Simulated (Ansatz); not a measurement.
fac-[CrF3(NH3)3]- (CrN3F3H9⁻), relaxed as a triplet with UKS PBE0-D4/def2-SVPD in Ansatz, starting from the GFN2-xTB geometry. Force threshold 0.02 eV/Å.

The charge -1 triplet is spin-contaminated (final ⟨S²⟩ up to 3.01, 2.00 for a pure state). The highest occupied level of the charge -1 triplet lies above zero (up to 1.13 eV). The electron is either unbound and held by the finite basis, or the level is raised by self-interaction error.

Start:

```xyz
16

Cr    0.013    0.021    0.629
F     0.051    1.991    1.334
F    -1.663   -0.907    1.476
F     1.706   -0.941    1.402
N    -0.029   -2.024   -0.367
N     1.742    0.973   -0.509
N    -1.743    1.009   -0.433
H    -0.836   -2.297    0.181
H     0.790   -2.319    0.150
H    -0.053   -2.480   -1.270
H     2.402    0.434    0.039
H     1.618    1.856   -0.029
H     2.112    1.131   -1.437
H    -2.398    0.485    0.133
H    -2.138    1.187   -1.347
H    -1.573    1.883    0.049
```

Q: Estimate the energy that the relaxation releases and the steps that it takes.

A: 109.2 kJ/mol, in 11 steps; 8.5 min on 4 threads of AMD EPYC on a shared host. No frequencies were taken in this run, so the end may be a saddle point.

Q: Does the start keep its bonding and symmetry?

A: By distances, no bond broke or formed. The bond that changes most is Cr1–F4, from 2.10 to 1.87 Å (atoms count from 1). Point group C3v at the start, C3v at the end, both within 0.05 Å; within 0.015 Å the end is Cs.

Q: Predict the relaxed structure.

A: 
Cartesian coordinates in Å:
```
Cr 0.013 0.028 0.782
F 0.045 1.691 1.631
F -1.394 -0.741 1.740
F 1.433 -0.771 1.695
N -0.023 -1.759 -0.328
N 1.516 0.842 -0.444
N -1.511 0.877 -0.393
H -0.846 -2.247 0.027
H 0.816 -2.255 -0.029
H -0.057 -1.714 -1.348
H 2.367 0.377 -0.127
H 1.551 1.824 -0.172
H 1.432 0.763 -1.459
H -2.361 0.437 -0.037
H -1.472 0.789 -1.410
H -1.508 1.862 -0.128
```
Bond lengths: 3 × Cr–F 1.87 Å; 3 × Cr–N 2.10 Å; 9 × H–N 1.02 Å.
